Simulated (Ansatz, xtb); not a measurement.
## Two isomers of C5H3FO2S

Structure a: `O=COc1csc(F)c1`, a singlet. Structure b: `O=COc1cc(F)cs1`, a singlet. Both are isolated molecules in the gas phase, relaxed with PBE0-D3(BJ)/def2-SVP; the shapes shown needn't be the lowest conformers.

a (Å):

```
atom    x (Å)    y (Å)    z (Å)
   C  -2.3215   0.2108  -0.1025
   C  -0.1941   0.4953   0.9568
   C   0.4665   0.8977   2.0863
   C   1.9602   0.1070   0.3132
   C   0.6613   0.0298  -0.0908
   F   3.0216  -0.2347  -0.3866
   O  -1.9468  -0.2258  -1.1480
   O  -1.5626   0.5756   0.9418
   S   2.1700   0.7225   1.9128
   H  -3.3805   0.3866   0.1737
   H   0.0283   1.2855   3.0029
   H   0.3349  -0.3312  -1.0614
```

b (Å):

| atom | x (Å) | y (Å) | z (Å) |
| --- | --- | --- | --- |
| C | 1.9286 | -1.9714 | 1.5165 |
| C | -0.1031 | -0.7816 | 1.8128 |
| C | 0.1314 | 0.4052 | 1.1713 |
| C | -1.0198 | 1.2367 | 1.2645 |
| C | -2.0727 | 0.6986 | 1.9459 |
| F | -1.0440 | 2.4440 | 0.7203 |
| O | 2.5048 | -1.1367 | 0.8918 |
| O | 0.6724 | -1.8832 | 1.9988 |
| S | -1.6827 | -0.8816 | 2.5104 |
| H | 2.3318 | -2.9616 | 1.8053 |
| H | 1.0552 | 0.6729 | 0.6670 |
| H | -3.0437 | 1.1477 | 2.1405 |

Quicker runs give these differences E(b) − E(a): GFN2-xTB −1.30 kcal/mol; HF/STO-3G −1.13 kcal/mol (at GFN2-xTB geometries); r2SCAN-D4/def2-SVP −1.24 kcal/mol (at GFN2-xTB geometries).

Task: Estimate E(b) − E(a) at the level CCSD(T)/def2-SVP + ΔMP2/def2-TZVPP.

Result: Too close to call at this level: CCSD(T)/def2-SVP + ΔMP2/def2-TZVPP gives E(b) − E(a) = −1.37 kcal/mol.

The same difference at several levels:

```json
{"level": "GFN2-xTB", "geometry": "GFN2-xTB", "E(b) − E(a) (kcal/mol)": "−1.30", "departure from the last row (kcal/mol)": "+0.08", "job, with rough time for the two": "optimisation, 0.15 s"}
{"level": "HF/STO-3G", "geometry": "GFN2-xTB", "E(b) − E(a) (kcal/mol)": "−1.13", "departure from the last row (kcal/mol)": "+0.24", "job, with rough time for the two": "single point, 0.46 s"}
{"level": "r2SCAN-D4/def2-SVP", "geometry": "GFN2-xTB", "E(b) − E(a) (kcal/mol)": "−1.24", "departure from the last row (kcal/mol)": "+0.13", "job, with rough time for the two": "single point, 4.3 s"}
{"level": "PBE0-D3(BJ)/def2-SVP", "geometry": "PBE0-D3(BJ)/def2-SVP", "E(b) − E(a) (kcal/mol)": "−1.29", "departure from the last row (kcal/mol)": "+0.08", "job, with rough time for the two": "optimisation, 60 s"}
{"level": "HF/def2-SVP", "geometry": "PBE0-D3(BJ)/def2-SVP", "E(b) − E(a) (kcal/mol)": "−2.03", "departure from the last row (kcal/mol)": "−0.66", "job, with rough time for the two": "part of the CCSD(T) run"}
{"level": "MP2/def2-SVP", "geometry": "PBE0-D3(BJ)/def2-SVP", "E(b) − E(a) (kcal/mol)": "−1.58", "departure from the last row (kcal/mol)": "−0.21", "job, with rough time for the two": "part of the CCSD(T) run"}
{"level": "CCSD(T)/def2-SVP", "geometry": "PBE0-D3(BJ)/def2-SVP", "E(b) − E(a) (kcal/mol)": "−1.40", "departure from the last row (kcal/mol)": "−0.03", "job, with rough time for the two": "single point"}
{"level": "CCSD(T)/def2-SVP + ΔMP2/def2-TZVPP", "geometry": "PBE0-D3(BJ)/def2-SVP", "E(b) − E(a) (kcal/mol)": "−1.37", "departure from the last row (kcal/mol)": "", "job, with rough time for the two": "single point, 1.9 min"}
```

As drawn, both hold the same kinds of bond in the same numbers.

The largest departure from CCSD(T)/def2-SVP + ΔMP2/def2-TZVPP is that of HF/def2-SVP, 0.66 kcal/mol. The last row adds to CCSD(T) the change of the MP2 difference between the two basis sets, here +0.03 kcal/mol.

With thermal terms from frequencies at re-optimised GFN2-xTB minima (ideal gas, soft modes damped towards free rotors, one conformer each, 298.15 K, 1 atm): on the last row, ΔE + ΔZPE = −1.43, ΔH = −1.42, ΔG = −1.47 kcal/mol.

The correlated steps freeze 13 core orbitals. Run with Ansatz 0.2.0, xtb 6.7.1; the last row on 4 threads of Arm Neoverse V1 on a shared host.
